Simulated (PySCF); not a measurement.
Species: C8H7Br.
InChI=1S/C8H7Br/c9-8-5-2-1-3(5)7(8)4(1)6(2)8/h1-7H/t1?,2-,3+,4-,5-,6+,7-,8-

All values: B3LYP/def2-SVPD (PySCF, non-relativistic), on one gas-phase PBE0-D3(BJ)/def2-SVP geometry that isn't relaxed in the solvent. The solvent is an IEF-PCM continuum (Bondi radii, 1.10 Å for H, scaled by 1.2), and excitations are vertical TDDFT with non-equilibrium linear response and a frozen core. Specific hydrogen bonds and non-electrostatic terms are outside this model. Spin–orbit coupling is left out although an atom past zinc is present.

Gas-phase singlets (H = HOMO, L = LUMO):

```json
{"state": "S1", "E (eV)": "5.909", "λ (nm)": "210", "f": "0.000", "leading configurations": "H→L 97%"}
{"state": "S2", "E (eV)": "5.910", "λ (nm)": "210", "f": "0.000", "leading configurations": "H-1→L 97%"}
{"state": "S3", "E (eV)": "6.694", "λ (nm)": "185", "f": "0.017", "leading configurations": "H→L+1 67%, H-2→L 13%"}
{"state": "S4", "E (eV)": "6.695", "λ (nm)": "185", "f": "0.017", "leading configurations": "H-1→L+1 67%, H-4→L 20%"}
{"state": "S5", "E (eV)": "6.746", "λ (nm)": "184", "f": "0.005", "leading configurations": "H-2→L 48%, H-3→L 26%"}
```

Task: Give the list for acetone (ε = 20.49), n² = 1.85.

Result: 
```json
{"state": "S1", "E (eV)": "5.910", "λ (nm)": "210", "f": "0.001", "leading configurations": "H→L 98%", "change by rank (eV)": "+0.001"}
{"state": "S2", "E (eV)": "5.911", "λ (nm)": "210", "f": "0.001", "leading configurations": "H-1→L 98%", "change by rank (eV)": "+0.001"}
{"state": "S3", "E (eV)": "6.497", "λ (nm)": "191", "f": "0.002", "leading configurations": "H-2→L 97%", "change by rank (eV)": "-0.197"}
{"state": "S4", "E (eV)": "6.499", "λ (nm)": "191", "f": "0.002", "leading configurations": "H-3→L 97%", "change by rank (eV)": "-0.196"}
{"state": "S5", "E (eV)": "6.640", "λ (nm)": "187", "f": "0.212", "leading configurations": "H-4→L 90%", "change by rank (eV)": "-0.106"}
```

Task: How does the list change in dimethylsulfoxide (ε = 46.83)?

Result: 
| state | E (eV) | λ (nm) | f | leading configurations | change by rank (eV) |
| --- | --- | --- | --- | --- | --- |
| S1 | 5.907 | 210 | 0.001 | H→L 98% | -0.002 |
| S2 | 5.908 | 210 | 0.001 | H-1→L 98% | -0.002 |
| S3 | 6.485 | 191 | 0.002 | H-2→L 97% | -0.209 |
| S4 | 6.487 | 191 | 0.002 | H-3→L 97% | -0.208 |
| S5 | 6.624 | 187 | 0.234 | H-4→L 91% | -0.122 |

Task: How do the frontier levels move from gas to dimethylsulfoxide?

Result: 
```
orbital  gas (eV)  solvent (eV)  change (eV)
 LUMO+2      0.56          0.71        +0.15
 LUMO+1      0.40          0.49        +0.09
   LUMO     -0.17         -0.20        -0.03
   HOMO     -7.17         -7.23        -0.06
 HOMO-1     -7.17         -7.23        -0.06
 HOMO-2     -7.76         -7.54        +0.22
 HOMO-3     -7.76         -7.54        +0.22
```

The HOMO–LUMO gap goes from 7.00 to 7.03 eV. Rows go by rank; for LUMO+1 and LUMO+2 the atom shares or the degeneracy differ between the runs, so the row needn't follow one orbital.

The run took about 80 s of CPU time (one thread, shared machine). This is the whole response run at B3LYP/def2-SVPD in dimethylsulfoxide, SCF included.
